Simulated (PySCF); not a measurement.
Input for PySCF: R-B3LYP/LANL2DZ on C2H6OS (SMILES COSC).

```python
from pyscf import gto, scf, dft, mp
from pyscf.data.elements import chemcore

mol = gto.M(
    atom='''
    C    -1.65322702   -0.18775924   -0.10151558
    O    -0.62982977    0.20267400   -1.01950550
    S     0.51839404    1.23572175   -0.39984837
    C     1.68995879    0.06846557    0.32156591
    H    -2.17151084    0.68470506    0.30199463
    H    -1.24342494   -0.77762638    0.72289416
    H    -2.35066270   -0.80184218   -0.67090752
    H     2.06044613   -0.62022776   -0.43677972
    H     2.51945363    0.67620586    0.68956874
    H     1.26040268   -0.48031667    1.15921240
    ''',
    basis='lanl2dz',
    ecp={'S': 'lanl2dz'},
    charge=0, spin=0, verbose=3, max_memory=1800)
mf = dft.RKS(mol, xc='b3lyp')
mf.conv_tol = 1e-8
mf.max_cycle = 100
mf.kernel()
if not mf.converged:
    mf = mf.newton().run(mf.mo_coeff, mf.mo_occ)
```

Program output:

```
converged SCF energy = -165.074411201079
```

The calculation finished and met its thresholds.

Cost: very roughly 1.5 core-seconds.
